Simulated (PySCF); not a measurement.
Be(I)(SiH3) (BeH3ISi), SMILES [Be]([SiH3])[I]. Geometry optimised at B3LYP-D3(BJ)/def2-TZVP. The def2 effective core potentials stand for the cores of I; spin–orbit coupling is left out.

Computed equilibrium geometry at B3LYP-D3(BJ)/def2-TZVP (PySCF confirms it by a frequency run) as a Z-matrix, and its point group:
point group C3v.
```
Si
H 1 1.4871
H 1 1.4871 2 107.18
H 1 1.4871 2 107.18 3 -114.77
Be 1 2.1717 2 111.68 3 122.61
I 5 2.1725 2 153.08 1 -180.00
```
